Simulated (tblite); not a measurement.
Compound: C6H9BF2O.
Numbering: `[CH3:1][CH2:2][C@@H:3]1/[C:4](=[CH:5]/[B:6]([F:7])[F:8])[C@H:9]1[OH:10]` (hydrogens: H11, H12, H13 on C1; H14, H15 on C2; H16 on C3; H17 on C5; H18 on C9; H19 on O10)

Computed with GFN2-xTB (tblite), gas phase: L-BFGS steps from a force-field or distance-geometry start until the largest atomic force falls under 0.01 eV/Å.

Step 51: E = -877.2561 eV
```
atom  x, y, z in Å  |  force x, y, z in eV/Å
C1      2.9603    0.1631   -0.2226    0.010  -0.001   0.052
C2      1.5814    0.8105   -0.3319    0.135   0.012   0.011
C3      0.5164   -0.2269   -0.6200    0.043   0.135  -0.051
C4     -0.9098    0.0756   -0.4813    0.021  -0.038   0.004
C5     -2.0125    0.6187   -0.9774   -0.010  -0.019  -0.012
B6     -3.3965    0.4369   -0.3196    0.069  -0.074  -0.023
F7     -3.5647   -0.2281    0.8143    0.015  -0.010   0.008
F8     -4.5183    0.8896   -0.8424   -0.058   0.060  -0.018
C9     -0.2918   -0.8082    0.5236    0.071   0.015  -0.038
O10    -0.5520   -2.1739    0.5152    0.013  -0.011   0.050
H11     2.9454   -0.6693    0.4763   -0.064   0.013   0.038
H12     3.2835   -0.2164   -1.1888   -0.018   0.011  -0.014
H13     3.6921    0.8874    0.1266    0.007   0.017  -0.032
H14     1.3329    1.3266    0.5993    0.022  -0.026  -0.028
H15     1.6033    1.5597   -1.1276   -0.072  -0.033  -0.020
H16     0.7708   -0.9061   -1.4258    0.007  -0.035   0.006
H17    -1.9237    1.1883   -1.8966   -0.053   0.041   0.053
H18    -0.1084   -0.3863    1.5127   -0.030  -0.037   0.002
H19    -1.4182   -2.3317    0.9037   -0.108  -0.022   0.011
```

Step 52: E = -877.2583 eV
```
atom  x, y, z in Å  |  force x, y, z in eV/Å
C1      2.9618    0.1583   -0.2186    0.050  -0.031   0.049
C2      1.5885    0.8158   -0.3317    0.094   0.001  -0.011
C3      0.5169   -0.2148   -0.6205    0.048   0.081  -0.021
C4     -0.9085    0.0851   -0.4761    0.008   0.005   0.014
C5     -2.0142    0.6233   -0.9721   -0.018  -0.046  -0.006
B6     -3.3978    0.4281   -0.3163    0.034  -0.060  -0.017
F7     -3.5633   -0.2399    0.8169    0.029  -0.004  -0.008
F8     -4.5246    0.8704   -0.8396   -0.022   0.050  -0.013
C9     -0.2870   -0.8034    0.5228    0.017   0.010  -0.020
O10    -0.5559   -2.1680    0.5013    0.045  -0.011   0.046
H11     2.9483   -0.6486    0.5123   -0.059   0.055   0.002
H12     3.2681   -0.2656   -1.1763   -0.037   0.099   0.096
H13     3.7007    0.8934    0.0978   -0.005  -0.061  -0.076
H14     1.3408    1.3390    0.5968    0.036  -0.054  -0.052
H15     1.6171    1.5611   -1.1307   -0.069  -0.030  -0.026
H16     0.7616   -0.8973   -1.4269    0.038  -0.011  -0.009
H17    -1.9297    1.1905   -1.8930   -0.049   0.048   0.063
H18    -0.1033   -0.3942    1.5177   -0.026  -0.025  -0.031
H19    -1.4292   -2.3237    0.8742   -0.112  -0.016   0.018
```

Step 53: E = -877.2605 eV
```
atom  x, y, z in Å  |  force x, y, z in eV/Å
C1      2.9646    0.1591   -0.2189   -0.031   0.037   0.068
C2      1.5923    0.8165   -0.3334    0.023  -0.008  -0.021
C3      0.5196   -0.2133   -0.6203    0.031  -0.004   0.018
C4     -0.9065    0.0827   -0.4771    0.007   0.050   0.017
C5     -2.0132    0.6217   -0.9697   -0.019  -0.060  -0.016
B6     -3.3965    0.4246   -0.3153    0.006  -0.041  -0.003
F7     -3.5680   -0.2527    0.8112    0.043  -0.018   0.002
F8     -4.5211    0.8811   -0.8316   -0.017   0.048  -0.023
C9     -0.2840   -0.8019    0.5241   -0.034  -0.003  -0.004
O10    -0.5575   -2.1659    0.5055    0.023  -0.046   0.043
H11     2.9534   -0.6420    0.5132   -0.073  -0.029   0.081
H12     3.2689   -0.2667   -1.1714    0.002   0.051  -0.029
H13     3.6992    0.8952    0.0938    0.080   0.011  -0.049
H14     1.3425    1.3425    0.5932    0.045  -0.057  -0.054
H15     1.6159    1.5582   -1.1354   -0.041  -0.011  -0.031
H16     0.7621   -0.9060   -1.4185    0.058   0.017  -0.031
H17    -1.9344    1.1898   -1.8904   -0.031   0.050   0.058
H18    -0.1061   -0.3951    1.5205   -0.013   0.006  -0.026
H19    -1.4410   -2.3184    0.8584   -0.058   0.007   0.001
```

Task: Estimate the geometry and energy of step 54. (The exact step hangs on the optimiser's Hessian estimate; all steps are aligned on step 53, rigid shifts and turns removed.)

Result: E = -877.2620 eV, largest force 0.092 eV/Å
```
atom  x, y, z in Å  |  force x, y, z in eV/Å
C1      2.9652    0.1579   -0.2166   -0.020   0.039   0.049
C2      1.5953    0.8176   -0.3336   -0.021  -0.009  -0.034
C3      0.5208   -0.2099   -0.6205    0.009  -0.055   0.037
C4     -0.9056    0.0853   -0.4758    0.012   0.047   0.010
C5     -2.0139    0.6215   -0.9683   -0.012  -0.059  -0.020
B6     -3.3969    0.4214   -0.3153   -0.014  -0.023  -0.003
F7     -3.5667   -0.2579    0.8100    0.032  -0.025   0.008
F8     -4.5221    0.8805   -0.8298    0.007   0.033  -0.012
C9     -0.2827   -0.8005    0.5238   -0.046  -0.021   0.003
O10    -0.5583   -2.1648    0.5050   -0.007  -0.038   0.042
H11     2.9539   -0.6372    0.5227   -0.066  -0.013   0.063
H12     3.2649   -0.2743   -1.1677    0.005   0.034  -0.021
H13     3.7024    0.8957    0.0851    0.085   0.008  -0.032
H14     1.3444    1.3457    0.5907    0.044  -0.047  -0.032
H15     1.6169    1.5569   -1.1375   -0.018  -0.001  -0.036
H16     0.7620   -0.9056   -1.4171    0.056   0.037  -0.033
H17    -1.9379    1.1910   -1.8881   -0.020   0.052   0.050
H18    -0.1050   -0.3980    1.5217   -0.009   0.024  -0.026
H19    -1.4465   -2.3158    0.8492   -0.017   0.018  -0.013
```

The energy changes by -0.0015 eV. The first-order estimate −F·Δx gives -0.0018 eV and the mean of the old and new forces, exact on a quadratic surface, -0.0015 eV. The step makes an angle of 75° with the force vector and moves no atom by more than 0.011 Å.

The cost below is that of the whole relaxation. The run took 1.6 s wall on one thread, Arm Neoverse N1 (aarch64), shared host.
